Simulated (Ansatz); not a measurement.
```yaml
crystal:
  periodic: [false, false, false]
  atoms:
    - {symbol: Se, position_ang: [-0.614715, 1.558321, -1.838105]}
    - {symbol: Sn, position_ang: [0.093353, 0.394363, 0.287851]}
    - {symbol: Se, position_ang: [2.577404, -0.019698, 0.132164]}
    - {symbol: Se, position_ang: [-1.251568, -1.744537, 0.354855]}
    - {symbol: H, position_ang: [-2.036791, 1.401233, -1.497626]}
    - {symbol: H, position_ang: [-0.160138, 1.328464, 1.694519]}
    - {symbol: H, position_ang: [2.374694, -0.992798, -0.949606]}
    - {symbol: H, position_ang: [-0.890140, -1.982449, 1.760147]}
basis:
  gaussian: {orbitals: STO-3G}
hamiltonian: {xc: {name: r2SCAN0}}
scf: {lower_state_search: full}
output: {forces: true}
```

```sh
$ ansatz run in.yaml --threads 4 --pin off --events-out ev --progress --plain --max-ram 11315MiB
```

It prints (some lines left out):

```
Functional definition: r2SCAN0
  name "r2SCAN0"
  cite "Bursch, Neugebauer, Ehlert & Grimme, J. Chem. Phys. 156, 134105 (2022) doi:10.1063/5.0086040"
  cite "Furness, Kaplan, Ning, Perdew & Sun, J. Phys. Chem. Lett. 11, 8208 (2020) doi:10.1021/acs.jpclett.0c02405"
  cite "Furness, Kaplan, Ning, Perdew & Sun, J. Phys. Chem. Lett. 11, 9248 (2020) doi:10.1021/acs.jpclett.0c03077"
  parent r2scan
  parameter a = 0.25
  parameter k0 = 0.174
  parameter k1 = 0.065
  parameter a1 = 4.9479
  exchange = (1 - a)*r2scan_x(k0 = k0, k1 = k1, a1 = a1) + a*exact_x
  correlation = r2scan_c
959 factors; integrals over basis functions are off by at most 3.1e-5 eV
mean field evaluation 1: about -356283.1714 eV, gradient 1.7e1 eV
mean field evaluation 2: about -356283.1424 eV, gradient 1.7e1 eV
mean field evaluation 4: about -356284.8978 eV, gradient 4.6e-1 eV
mean field evaluation 8: about -356284.9027 eV, gradient 9.5e-3 eV
mean field -356284.90269030 eV, -13093.2286752876 hartree, gradient 6.9e-5 eV, S^2 0.000000; 0 other end points of the search recorded, 0 dependent functions left out
the calculation of the forces begins
reference -356284.90269550 eV, -13093.2286754790 hartree; 78, 78 occupied and 7, 7 virtual orbitals, 959 factors
Total energy: -356284.90269550 eV, -13093.2286754790 hartree
Atom 0 at    -0.614715     1.558321    -1.838105 Å, force    -0.405765    -0.224995     0.567749 eV/Å
Atom 1 at     0.093353     0.394363     0.287851 Å, force     0.085370     0.479811     0.490903 eV/Å
Atom 2 at     2.577404    -0.019698     0.132164 Å, force    -0.710649    -0.321446    -0.300588 eV/Å
Atom 3 at    -1.251568    -1.744537     0.354855 Å, force     0.451983     0.346497     0.564570 eV/Å
Atom 4 at    -2.036791     1.401233    -1.497626 Å, force     0.441675     0.084907    -0.180103 eV/Å
Atom 5 at    -0.160138     1.328464     1.694519 Å, force     0.109775    -0.678156    -0.997010 eV/Å
Atom 6 at     2.374694    -0.992798    -0.949606 Å, force     0.204376     0.294488     0.301609 eV/Å
Atom 7 at    -0.890140    -1.982449     1.760147 Å, force    -0.176765     0.018894    -0.447129 eV/Å
Dipole moment:    -0.231125    -0.031015     0.386987 e Å
```

Run time 3.3 s (4 threads of an Arm Neoverse V2 on a shared host); peak host memory 0.49 GiB.
